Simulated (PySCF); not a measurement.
# Energy and ionisation energy along a bond of BClFH

These are calculations, not measurements. The program is PySCF 2.14.0, an open-source quantum chemistry code, run on an isolated molecule that a program drew, which may never have been made. The molecule is BClFH (charge 0, singlet), drawn as the SMILES string `FBCl`.

The structure below is the HF double-zeta minimum with every atom moved a little at random, so it isn't optimised. Bond B2-Cl3 is then set to each length in the table by shifting atom 3 along it, with nothing else relaxed.
```xyz
4
BClFH, angstrom
F     0.6494    0.8154    1.2421
B     0.9181   -0.0400    0.2685
Cl   -0.1003   -0.0184   -1.1345
H     1.7919   -0.8416    0.4671
```

E is the energy above the same method's energy at the HF double-zeta minimum. IE is the energy to remove one electron at fixed geometry, to the doublet state of charge +1, as a difference of total energies. The basis family is cc-pV(n+d)Z, with UHF for radicals and no spin-orbit coupling. Best is HF at quadruple zeta, plus MP2 correlation extrapolated from triple and quadruple zeta, plus CCSD(T) minus MP2 at triple zeta, with a frozen core. The other columns are at triple zeta.

| bond (Å) | E r2SCAN (kcal/mol) | E B3LYP (kcal/mol) | E CCSD(T) (kcal/mol) | E best (kcal/mol) | IE r2SCAN (eV) | IE B3LYP (eV) | IE CCSD(T) (eV) | IE best (eV) | T1 |
|---|---|---|---|---|---|---|---|---|---|
| 1.7078 | 0.86 | 0.99 | 0.97 | 0.85 | 12.180 | 12.310 | 12.442 | 12.656 | 0.012 |
| 1.7338 | 0.54 | 0.61 | 0.60 | 0.56 | 12.174 | 12.298 | 12.406 | 12.622 | 0.012 |
| 1.8238 | ? | ? | ? | ? | ? | ? | ? | ? | ? |
| 1.8708 | 4.24 | 3.96 | 4.26 | 4.51 | 12.074 | 12.166 | 12.157 | 12.376 | 0.013 |
| 1.9528 | 9.29 | 8.81 | 9.45 | 9.78 | 11.964 | 12.038 | 11.976 | 12.197 | 0.013 |
| 2.2408 | 33.46 | 32.29 | 34.61 | 34.93 | 11.400 | 11.440 | 11.301 | 11.531 | 0.015 |

T1 is the CCSD diagnostic of the starting molecule.

**Estimate the best E and IE at 1.8238 Å from the other rows.**

A least-squares cubic in the inverse of the bond length through the other values of E best gives 2.31 kcal/mol there. A least-squares quadratic in the bond length through IE best gives 12.458 eV. The calculation gives 2.31 kcal/mol and 12.470 eV, so the fits miss by 0.00 kcal/mol and 0.012 eV. The same recipe one zeta lower moves these two values by 0.15 kcal/mol and 0.09 eV, a gauge of their own error. The rest of the row: E is 2.14 (r2SCAN), 1.99 (B3LYP), 2.13 (CCSD(T)); IE is 12.121 (r2SCAN), 12.224 (B3LYP), 12.252 (CCSD(T)); T1 is 0.013.
